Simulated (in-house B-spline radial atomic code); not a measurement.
Ionising Mn⁺ with different functionals

Computed with a B-spline radial code for spherical atoms: four-component Dirac-Coulomb Hamiltonian, Fermi nucleus of rms radius 3.7057 fm, spin-restricted, spherical fractional occupations for the functionals, and exact exchange of hybrids averaged over the configuration. The ionisation energy is the difference of two self-consistent energies, [Ar] 3d5 4s1 → [Ar] 3d5, without Breit or QED terms; ε is the level of the shell that loses the electron (mean over j).

```tsv
method	rung	ΔSCF (eV)	-ε(4s) (eV)
BHandHLYP	global hybrid	15.43	13.59
CAM-B3LYP	range-separated hybrid	15.71	14.11
wB97X	range-separated hybrid	15.38	15.09
LC-wPBE	range-separated hybrid	15.20	14.97
```

(1) Among the functionals, which spreads more, the ΔSCF values or the orbital energies?

(2) How do they compare with the NIST value?

## Answers

(1) The orbital energies: ΔSCF values span about 0.51 eV and the orbital energies 1.51 eV.

(2) NIST lists 15.640 eV (measured, ground level to ground level). Errors run from -0.44 to +0.07 eV; CAM-B3LYP is closest (+0.07 eV), but part of that can be cancellation, since the calculations leave out Breit-QED terms, spin polarisation, the choice among j levels, multiplet and fine-structure energies.
